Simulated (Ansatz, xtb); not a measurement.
Two isomers of CH4TeZn

Structure I: `C[Te][ZnH]`, a singlet. Structure II: `[CH3][Zn][TeH]`, a singlet. Both are isolated molecules in the gas phase, relaxed with B3LYP-D3(BJ)/def2-SVP.

I (Å):

```yaml
atoms:
  - { symbol: C, position_ang: [-1.6240, -0.2501, 0.3160] }
  - { symbol: Te, position_ang: [-0.3576, 1.3030, -0.5969] }
  - { symbol: Zn, position_ang: [1.6670, -0.1658, -0.7459] }
  - { symbol: H, position_ang: [-1.7224, -1.1057, -0.3621] }
  - { symbol: H, position_ang: [-2.6063, 0.2143, 0.4696] }
  - { symbol: H, position_ang: [-1.2072, -0.5597, 1.2814] }
  - { symbol: H, position_ang: [2.9176, -1.0780, -0.8363] }
```

II (Å):

```xyz
7

C    -0.2474   -0.9109   -0.6184
Te   -0.3348   -0.6419    3.8490
Zn   -0.2859   -0.7898    1.3347
H    -1.1479   -0.4478   -1.0525
H    -0.2138   -1.9645   -0.9390
H     0.6378   -0.3963   -1.0244
H    -1.1801    0.7962    3.7060
```

Which of the two would you expect CCSD(T)/def2-TZVP electronic energies to favour?

Structure II; the calculation gives E(II) − E(I) = −0.429 eV.

How the difference moves with the method:

```tsv
level	geometry	E(II) − E(I) (eV)	departure from the last row (eV)	job, with rough time for the two
B3LYP-D3(BJ)/def2-SVP	B3LYP-D3(BJ)/def2-SVP	−0.443	−0.015	optimisation, 98 s
HF/def2-TZVP	B3LYP-D3(BJ)/def2-SVP	−0.364	+0.065	part of the CCSD(T) run
MP2/def2-TZVP	B3LYP-D3(BJ)/def2-SVP	−0.432	−0.003	part of the CCSD(T) run
CCSD(T)/def2-TZVP	B3LYP-D3(BJ)/def2-SVP	−0.429		single point, 3.2 min
```

As drawn, II has 1 C–Zn, 1 Te–H in place of 1 C–Te, 1 Zn–H.

The levels shown agree on the order. The largest departure from CCSD(T)/def2-TZVP is that of HF/def2-TZVP, 0.065 eV. A small imaginary or near-zero mode remains, so no thermal terms are given. Levels run at GFN2-xTB geometries aren't shown.

The correlated steps freeze 10 core orbitals; the filled d shell of Te is correlated; the last core shell of Zn is correlated, in a basis made for valence electrons. Atoms past krypton carry core potentials in the def2 sets and no spin–orbit term is included. Programs: Ansatz 0.2.0; the last row on 2 threads of Arm Neoverse V2 on a shared host.
